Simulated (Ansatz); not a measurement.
AlH$_{8}$NSi$_{2}$, relaxed with RKS PBE0-D4/def2-TZVP in Ansatz from a PBE-D4/def2-SVP geometry. The force threshold is 0.005 eV/Å; the program also tests the step.

Charge 0, multiplicity 1. The bonds changed during the relaxation, so this is another structure than the one it started from.

Start:

```xyz
12

N     0.402    1.116   -0.605
Si   -0.950    0.792    0.658
Si   -0.729   -1.547    0.534
Al    1.345   -0.748   -0.619
H     1.009    1.919   -0.380
H     0.019    1.304   -1.544
H    -0.389    1.421    1.905
H    -2.143    1.609    0.224
H    -1.893   -2.093   -0.259
H    -0.804   -2.117    1.928
H     2.622   -0.555    0.338
H     1.511   -1.101   -2.180
```

By how much does the energy fall, and how many steps does the optimiser take? (Best estimate.)

Ansatz gave: 0.04 eV, in 5 steps.

Which bonds change most? (An estimate is asked.)

The calculation gave: N1–Si2 from 1.879 to 1.841 Å; N1–Al4 from 2.089 to 2.062 Å; Si3–H10 from 1.508 to 1.489 Å; Si2–H8 from 1.510 to 1.491 Å.

Give the relaxed structure. (Estimate.)

The calculation gave: 
```xyz
12

N     0.393    1.105   -0.599
Si   -0.925    0.789    0.646
Si   -0.738   -1.535    0.534
Al    1.323   -0.736   -0.615
H     1.003    1.884   -0.374
H     0.017    1.287   -1.526
H    -0.373    1.412    1.879
H    -2.112    1.584    0.217
H    -1.888   -2.074   -0.249
H    -0.793   -2.110    1.907
H     2.583   -0.529    0.342
H     1.509   -1.076   -2.163
```
